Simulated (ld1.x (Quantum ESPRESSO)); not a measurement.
## Before and after: TM semilocal potential for I (Z = 53)

iodine (I), norm-conserving Troullier–Martins (semilocal form), made with ld1.x (Quantum ESPRESSO) 7.5 (PBE, scalar-relativistic). Core [Kr], reference 4d10 5s2 5p5. Waves: 5s (bound): rc 1.55 bohr; 5p (bound): rc 2.00 bohr; 4d (bound): rc 1.25 bohr. Local part: the d channel. Core correction: none.

Change: all radii scaled by about 1.39 (s 2.16, p 2.78, d 1.74 bohr).

Cutoffs: the cutoffs (Ry, on a coarse ladder) from which the occupation-weighted sum of valence levels, in a spherical-Bessel basis at the reference potential, stays within 10 and 1 mRy of its value at 400 Ry; they do not see the model core or the augmentation charge, which bear on the density cutoff. Errors are all-electron minus pseudo energies relative to the spin-unpolarised reference configuration.

What does the change do?

The potential gets softer (120 Ry and 180 Ry → 90 Ry and 160 Ry); of the 7 tests that both files solve, the error grows in 3 and shrinks in 3 by more than 15 % and 0.3 meV (median size 3.1 → 13.2 meV); neither file shows a bound ghost. A larger radius leaves more room for a smooth pseudo-wave, so fewer plane waves are needed. A semilocal file is local in each channel, so a ghost entry of none says nothing of the separable form that plane-wave codes build from it.

| quantity | base | changed |
| --- | --- | --- |
| cutoff, loose | 120 Ry | 90 Ry |
| cutoff, tight | 180 Ry | 160 Ry |
| loose cutoff by channel (10 mRy a level) | s 30 Ry, p 15 Ry, d 100 Ry | s 15 Ry, p 6 Ry, d 70 Ry |
| bound ghosts | none | none |
| error for 4d10 5s2 5p4, meV [ΔE 11.13 eV] | -1.0 | +2.3 |
| error for 4d10 5s2 5p3, meV [ΔE 30.98 eV] | +3.1 | +12 |
| error for 4d10 5s2 5p2, meV [ΔE 60.31 eV] | +17 | +13 |
| error for 4d10 5s1 5p5, meV [ΔE 22.11 eV] | +2.5 | +21 |
| error for 4d10 5s2 5p1, meV [ΔE 99.73 eV] | +48 | -28 |
| error for 4d9 5s2 5p6, meV [ΔE 45.86 eV] | -306 | -19 |
| error for 4d10 5s2 5p5.3, meV [ΔE -1.78 eV] | +0.6 | +0.8 |
